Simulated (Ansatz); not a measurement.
`[BH2][SbH][CH3]` + `N=C(F)S` → `B/N=C(/F)S` + `[CH3][SbH2]`  (cleavage of the B–Sb bond)

Isolated molecules relaxed with PBE0-D4/def2-TZVP in Ansatz; ΔE leaves out vibrations. CBS: MP2 limit from def2 TZ/QZ plus the TZ coupled-cluster correction, frozen cores. Functionals use def2-TZVPP. Elements past krypton have def2 core potentials. For Sb outer-core shells are correlated without core-valence functions, which leaves a few kJ/mol of doubt a bond. Each species was taken in one conformer, which may not be the lowest.

```tsv
species	r2SCAN energy (Eh)
`[BH2][SbH][CH3]`	-306.84246
`N=C(F)S`	-592.05704
`B/N=C(/F)S`	-617.51497
`[CH3][SbH2]`	-281.42853
```

Q: Work out ΔE.

A: ΔE = (-617.51497) + (-281.42853) − (-306.84246) − (-592.05704) = -0.04400 Eh = -1.20 eV. CCSD(T)/CBS gives -1.05 eV.

Largest T1 diagnostic among the species: 0.015.

From PBE to PBE0 (25 % exact exchange), in def2-TZVPP and without D4, ΔE moves by +0.04 eV. At CCSD(T), def2-SVP lies −0.25 eV from the extrapolated value and def2-TZVPP −0.03 eV.
